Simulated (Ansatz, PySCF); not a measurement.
Pulling on the Sn1–H2 bond in CH4OSn (SMILES C[O][SnH]) (multiplicity 1 held, fragments rigid). Energies count from the point at 1.803 Å.
Geometry at that point (charge 0, multiplicity 1):
```xyz
7

Sn    -0.2559    -0.3540     0.4797
H     -1.2954    -0.7768    -0.9320
O      0.8827     0.8922    -0.5659
C      0.7858     1.2266    -1.9346
H      0.6295     2.3050    -2.0404
H      1.7204     0.9698    -2.4438
H     -0.0383     0.7038    -2.4332
```

R- and RO- levels are restricted; in cc, def2 and unpolarised 6-31G sets they are followed outwards from rest. U- levels take the lowest unrestricted solution at each point, which mixes spins at long bonds. Active spaces are followed from a long bond inwards. Left out are points that failed, MP2 points in a non-variational dive below the minimum, coupled-cluster points behind a sign of a changed root (a jump of the amplitudes, or a one-step jump against full CI or MRCI), small-basis points behind a change of solution, and semi-empirical points at long bonds. Curves can end on different states.

Cores are frozen in the correlated methods. Filled d and f shells under p-block atoms count as core. Rows in LANL2DZ carry no dispersion term and start afresh at each structure. LANL2DZ brings its own core potentials from Na on.

The values were computed with Ansatz (Gaussian basis) for Hartree–Fock, density functionals and correlated methods; PySCF for LANL2DZ rows. Values without a source in brackets are computed. In def2 rows elements past Kr take small-core potentials, without spin–orbit coupling.

Energies in kcal/mol.

```csv
R (Å),U-B3LYP/LANL2DZ,U-MP2/def2-TZVPP,R-CCSD(T)/def2-TZVPP,"CASSCF(2,2)/def2-TZVPP","SC-NEVPT2 on CASSCF(2,2)/def2-TZVPP","FIC-MRCISD+Q on CASSCF(2,2)/def2-TZVPP"
1.443,24.5,25.0,25.7,26.5,26.0,25.5
1.623,4.8,4.4,4.8,5.3,5.0,4.7
1.803,0.0,0.0,0.0,0.0,0.0,0.0
1.984,2.8,3.7,3.1,2.5,2.8,3.2
2.164,9.4,11.1,9.9,8.5,9.1,10.0
2.435,22.1,27.6,22.2,19.7,20.8,22.3
2.705,35.2,44.6,34.2,30.6,32.1,34.3
3.156,52.2,56.6,49.8,44.7,46.8,50.0
3.607,60.4,60.6,58.1,52.8,55.5,59.3
4.148,64.8,62.1,58.3,56.7,60.1,64.1
4.869,66.7,62.6,50.4,58.1,61.8,65.9
5.771,left out,62.8,43.7,58.4,62.1,66.2
```

Doubts at one or more of the structures used: a spin-contaminated determinant (U-B3LYP/LANL2DZ, U-MP2/def2-TZVPP); a restricted determinant that unrestricted orbitals would lower (R-CCSD(T)/def2-TZVPP); other coupled-cluster roots lie near (R-CCSD(T)/def2-TZVPP); T1 above 0.05 (R-CCSD(T)/def2-TZVPP).

Ansatz is a quantum-chemistry and plane-wave program.
